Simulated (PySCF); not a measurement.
**Calculated NMR parameters of C=C1[SiH2][C@@H]1C1(Cl)CC1**

| Quantity | Value |
| --- | --- |
| Formula | C6H9ClSi |
| SMILES | C=C1[SiH2][C@@H]1C1(Cl)CC1 |
| InChI | InChI=1S/C6H9ClSi/c1-4-5(8-4)6(7)2-3-6/h5H,1-3,8H2/t5-/m0/s1 |
| Point group of the computed structure | C1 |
| Degrees of unsaturation | 3 |
| Carbon signals | 6 |
| Proton signals | 9 |

Atoms are numbered as in `[CH2:1]=[C:2]1[SiH2:3][C@@H:4]1[C:5]1([Cl:6])[CH2:7][CH2:8]1`. Each H is labelled by its parent atom. Ha(Si3) is cis to C5 on the ring; Ha(C1) is cis to Si3; Ha(C7), Ha(C8) are pro-R; Hb(C7), Hb(C8) are pro-S; Hb(Si3) is trans to C5 on the ring; Hb(C1) is trans to Si3.

Theoretical values (PySCF 2.14.0 with density-fitted response routines): shieldings: GIAO PBE0/pcSseg-1, geometry from GFN2-xTB. A single conformation, non-relativistic, no solvent.

Shifts are taken against calculated references (same method and geometry level): TMS for 1H and 13C and 29Si.

```tsv
carbon	δC, type	δH (multiplicity)	HMBC from (2–3 bonds)	span of the C tensor (ppm)
C1	133.5, CH2	Ha(C1) 6.46 (m); Hb(C1) 6.54 (m)	Ha(Si3), Hb(Si3), H(C4)	221
C2	150.8, C	–	Hb(C1), Ha(C1), Ha(Si3), Hb(Si3), H(C4)	235
C4	27.3, CH	2.44 (m)	Hb(C1), Ha(C1), Ha(Si3), Hb(Si3), Ha(C7), Ha(C8), Hb(C7), Hb(C8)	82
C5	49.1, C	–	Ha(Si3), Hb(Si3), H(C4), Ha(C7), Ha(C8), Hb(C7), Hb(C8)	104
C7	18.5, CH2	Ha(C7) 1.17 (m); Hb(C7) 0.74 (m)	H(C4), Ha(C8), Hb(C8)	71
C8	14.1, CH2	Ha(C8) 0.94 (m); Hb(C8) 0.68 (m)	H(C4), Ha(C7), Hb(C7)	66
```

Other nuclei:
```tsv
atoms	nucleus	environment	δ (ppm)	σ (ppm)
Ha(Si3)	1H	hydrogen on a silicon bonded to 2 C, in a 3-membered ring	3.26	28.45
Hb(Si3)	1H	hydrogen on a silicon bonded to 2 C, in a 3-membered ring	3.25	28.46
Si3	29Si	silicon bonded to 2 C, 2 H, in a 3-membered ring	-140.6	489.7
```

1. Carbon types of the structure: 2 × C, 1 × CH, 3 × CH2, leaving 2 H on heteroatoms.
2. δC 150.8: fully substituted alkene carbon; as expected for a trigonal carbon in a double bond.
3. δC 133.5: terminal =CH2 carbon; as expected for a trigonal carbon in a double bond.
4. δC 49.1, 27.3, 18.5, 14.1: three-membered-ring carbon.
5. δH 6.54, 6.46: hydrogen on a terminal =CH2 carbon; a vinylic proton, deshielded by the sp2 carbon and the C=C anisotropy.
6. δH 2.44, 1.17, 0.94, 0.74, 0.68: hydrogen on a three-membered-ring carbon.

Carbons that carry Cl, above all several Cl atoms, come out too deshielded, partly because spin–orbit coupling is missing. Shifts are as computed. Against solution values, carbons near 30 ppm lie about +3 ppm off and those near 130 ppm about +5 ppm; carbons on Cl a further +6 ppm. Of 1309 compounds with measured shifts, 239 miss one by over three times the rms of a fit or turn the order of signals round; such compounds aren't used in these exercises. No couplings were computed; multiplicities are counted from neighbouring protons, with m where these are inequivalent, close in shift, in a saturated or five-membered ring or joined by F or P, and br s for small geminal =CH2 splittings.
